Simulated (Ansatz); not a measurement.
C₂H₈FNOSn (`C[N](C)[SnH]([OH])[F]`) at its PBE0-D4/def2-TZVP geometry, where that method's forces vanish. The species carries charge 0 and has multiplicity 1. Sn takes the def2 core potential.

```xyz
14

C     0.6822   -1.2421    0.6951
N     0.3729   -0.0202   -0.0093
C     1.2984    0.2839   -1.0761
Sn   -1.5319    0.5651   -0.1568
O    -2.2030    0.7505    1.6622
F    -1.3307    2.3076   -0.9404
H     1.6782   -1.1684    1.1510
H    -0.0319   -1.4163    1.5045
H     0.6868   -2.1318    0.0453
H     2.3092    0.4065   -0.6660
H     1.3504   -0.5053   -1.8429
H     1.0270    1.2221   -1.5637
H    -2.7334   -0.2403   -1.0444
H    -1.5741    1.1887    2.2416
```

**Question.** What forces (eV/Å) does PBE-D4/def2-TZVPP give on these atoms in Ansatz 0.2.0? (Estimate.)

**Answer.** The calculation gave: 
```
C1  -0.029 -0.075  0.049
N2   0.228  0.090  0.144
C3   0.022  0.035 -0.081
Sn4 -0.148 -0.356 -0.210
O5  -0.576 -0.186  0.283
F6   0.068  0.575 -0.273
H7   0.217  0.008  0.098
H8  -0.139 -0.039  0.162
H9   0.014 -0.211 -0.130
H10  0.221  0.024  0.081
H11  0.032 -0.166 -0.178
H12 -0.050  0.188 -0.104
H13 -0.195 -0.103 -0.105
H14  0.336  0.217  0.265
```
